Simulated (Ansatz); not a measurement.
```yaml
crystal:
  periodic: [false, false, false]
  atoms:
    - {symbol: C, position_ang: [-1.927400, 1.133298, 2.658275]}
    - {symbol: C, position_ang: [-1.417156, 0.451899, 1.807528]}
    - {symbol: O, position_ang: [-0.898046, -0.306222, 0.916591]}
    - {symbol: In, position_ang: [0.482061, 0.236220, -0.454953]}
    - {symbol: C, position_ang: [1.215743, -1.166677, -1.856396]}
    - {symbol: F, position_ang: [0.907354, 2.107639, -0.200885]}
    - {symbol: H, position_ang: [-2.375839, 1.736609, 3.407776]}
    - {symbol: H, position_ang: [0.863359, -0.888313, -2.848832]}
    - {symbol: H, position_ang: [2.304346, -1.149859, -1.839125]}
    - {symbol: H, position_ang: [0.845570, -2.154583, -1.589980]}
basis:
  gaussian: {orbitals: def2-mTZVP}
hamiltonian: {xc: {name: PBE1PBE}, dispersion: d4, pseudopotentials: {relativity: none}}
output: {forces: true}
```

```sh
$ ansatz run in.yaml --threads 4 --pin off --events-out ev --progress --plain --max-ram 10444MiB
```

Task: How does Ansatz answer? (Estimate.)

Result: Ansatz gave: The program refused the input.
```
Error: YAML parse error: error: line 16 column 19: hamiltonian.xc: no functional is named "PBE1PBE"; the names, which are not case-sensitive, are SVWN5, SPW92, PBE, PBE0, PBEsol, revPBE, revPBE0, RPBE, rPW86-PBE, HSE06, wPBEh, LC-wPBE, HISS, HF, BLYP, B3LYP, B3LYP5, BHLYP, CAM-B3LYP, r2SCAN, r2SCANh, r2SCAN0, r2SCAN50, m-r2SCAN, B97, wB97, wB97X, wB97X-V, B97M-V, wB97M-V, B2PLYP, B2GP-PLYP, PBE0-DH, PBE-QIDH
14 | basis:
15 |   gaussian: {orbitals: def2-mTZVP}
16 | hamiltonian: {xc: {name: PBE1PBE}, dispersion: d4, pseudopotentials: {relativity: n…
17 | output: {forces: true}
```

HSE06 is defined as in plane-wave codes.
